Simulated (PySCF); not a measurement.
# Two-component Hartree-Fock for Nd⁴⁺ (neodymium, charge +4)

Start: [Xe] 4f2; 4f5/2 filled at m_j = +3/2, +5/2. Calculated with PySCF 2.14 in x2c-SVPall-2c (7s10p9d3f1g, 112 functions): generalised Hartree-Fock with the X2C-1e Hamiltonian and a Gaussian nucleus; one run each with spin-orbit coupling (SO) switched off, then screened by Boettger's factors.

| spinor shell | electrons | ε, spin-free (eV) | ε, screened SO (eV) | weight of nominal j (screened SO) | rms radius, screened SO (bohr) |
| --- | --- | --- | --- | --- | --- |
| 1s1/2 | 2 | -43833.9 | -43827.3 | 1.000 | 0.0270 |
| 2s1/2 | 2 | -7249.0 | -7246.9 | 1.000 | 0.109 |
| 2p1/2 | 2 | -6479.6 | -6844.4 | 1.000 | 0.0938 |
| 2p3/2 | 4 | -6479.6 | -6320.1 | 1.000 | 0.0998 |
| 3s1/2 | 2 | -1664.7 | -1664.0 | 1.000 | 0.283 |
| 3p1/2 | 2 | -1416.7 | -1491.3 | 1.000 | 0.275 |
| 3p3/2 | 4 | -1416.7 | -1383.6 | 1.000 | 0.288 |
| 3d3/2 | 4 | -1071.9 | -1085.7 | 0.999 | 0.260 |
| 3d5/2 | 6 | -1071.9 | -1061.9 | 1.000 | 0.263 |
| 4s1/2 | 2 | -394.87 | -394.64 | 1.000 | 0.642 |
| 4p1/2 | 2 | -310.32 | -327.68 | 0.994 | 0.662 |
| 4p3/2 | 4 | -310.32 | -302.46 | 0.997 | 0.689 |
| 4d3/2 | 4 | -186.29 | -190.98 | 0.901 | 0.746 |
| 4d5/2 | 6 | -186.29 | -182.94 | 0.934 | 0.754 |
| 5s1/2 | 2 | -94.027 | -93.981 | 1.000 | 1.53 |
| 5p1/2 | 2 | -69.133 | -72.175 | 0.976 | 1.64 |
| 5p3/2 | 4 | -69.133 | -67.755 | 0.988 | 1.71 |
| 4f5/2 | 2 | -62.948 | -63.036 | 0.911 | 0.965 |

```
   quantity    spin-free  screened SO
E (hartree)  -9614.46142  -9619.25803
        M_J            4            4
       ⟨J²⟩       22.009       20.796
       ⟨L²⟩       30.008       29.653
       ⟨S²⟩        2.001        1.969
```

The determinant has a definite M_J but mixes levels of different J.

Each row is a mean over spinors that exchange with the open shell spreads, by up to 9.778 eV (4d3/2).

Breit and QED terms are absent; they matter most for the inner s and p1/2 levels.

Densities and radii are taken from the X2C orbitals without a picture-change correction, which distorts them close to the nucleus.

Without spin-orbit coupling the j labels of p, d and f shells carry no meaning; the spin-free column gives the mean over the occupied spinors of each nl shell, and its ⟨J²⟩ belongs to a mixture of degenerate components.
